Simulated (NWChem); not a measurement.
System: C3H2F3, doublet; SMILES C=C([C](F)F)F

```xyz
8

C     -1.2521    -1.4347     0.0000
C     -0.0762    -0.7229     0.0000
F      1.0930    -1.3673     0.0000
C      0.0317     0.6597     0.0000
F     -1.0142     1.4458     0.0000
F      1.1665     1.3027     0.0000
H     -2.2107    -0.9184     0.0000
H     -1.2186    -2.5238     0.0000
```
Atoms are numbered in this order, from 1.

All runs: NWChem. Spin-unrestricted. Medium grid unless said otherwise, to which SCAN and Minnesota functionals are sensitive. In the optimisation the excess spin sits in a" (Cs, its own frame). Geometry: optimised at PBE0/def2-SVP, spin-unrestricted. No stability test was run on the SCF state.

For level r2SCAN0/def2-SVP:

```
Quantity                                                     Result
-----------------------------------------------------------  ------
highest occupied level (eV)                                   -6.28
lowest empty minus highest occupied level, either spin (eV)    4.64
<S²>                                                          0.816
```

Q: Estimate the same quantities for level M05-2X/def2-SVP.

A: 
| Property | Result |
|---|---|
| highest occupied level (eV) | -7.06 |
| lowest empty minus highest occupied level, either spin (eV) | 5.98 |
| <S²> | 0.791 |
